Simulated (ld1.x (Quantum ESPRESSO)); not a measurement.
**Configuration tests for zirconium (RRKJ)**

ld1.x (Quantum ESPRESSO) 7.5 input, shortened:

```
&input
   title='Zr', zed=40., rel=2, dft='PZ', iswitch=3,
   config='[Kr] 4d2 5s2 5p0', rel_dist='average'
 /
 &inputp
   pseudotype=2, tm=.false., lloc=2,
   nlcc=.false.
 /
3
4S  1  0   2.00   0.00  2.10  2.10  0.0
4P  2  1   6.00   0.00  1.35  1.35  0.0
4D  3  2   2.00   0.00  2.20  2.20  0.0
 &test
   configts(1)='4s2 4p6 4d2 5s2 5p0'
 /
```

Open shells are filled in proportion to 2j + 1 (rel_dist='average').

Occupied shells without a wave of their own: 5s. They enter only through the test configuration that unscreens the potential.

Energies are relative to the spin-unpolarised reference configuration 4s2 4p6 4d2 5s2 5p0; without spin polarisation the order of configurations can differ from experiment. The d channel is local and has no spin–orbit splitting in the pseudo-atom.

| valence configuration | charge | ΔE all-electron (eV) | error AE − PS (meV) |
| --- | --- | --- | --- |
| 4s2 4p6 4d2 5s1 5p0 | +1 | 7.352 | -616 |
| 4s2 4p6 4d2 5s0 5p0 | +2 | 20.593 | -1633 |
| 4s1 4p6 4d2 5s2 5p0 | +1 | 60.559 | +13 |
| 4s2 4p6 4d1 5s2 5p0 | +1 | 7.821 | +23 |
| 4s2 4p6 4d1 5s2 5p1 | 0 | 3.061 | +14 |
| 4s2 4p6 4d2.5 5s1.5 5p0 | 0 | 0.526 | -210 |

**Question.** What are ΔE and the potential's error for 4s2 4p6 4d1 5s0 5p0?

**Answer.** ΔE = 43.411 eV all-electron; the error (AE − PS) is -2404 meV.

Levels in the configuration 4s2 4p6 4d2 5s1 5p0:

| level | all-electron (eV) | pseudo (eV) |
| --- | --- | --- |
| 4s j=1/2 | -61.244 | -61.680 |
| 4p j=1/2 | -40.470 | -40.854 |
| 4p j=3/2 | -38.664 | -39.041 |
| 4d j=3/2 | -10.273 | -10.464 |
| 4d j=5/2 | -10.131 | -10.464 |
| 5s j=1/2 | -10.222 | -11.009 |

The 5s level has no wave, so the channel is fitted at the deeper level alone: the likely source of the large errors.

The potential misses its own reference levels by up to 0.5 eV.
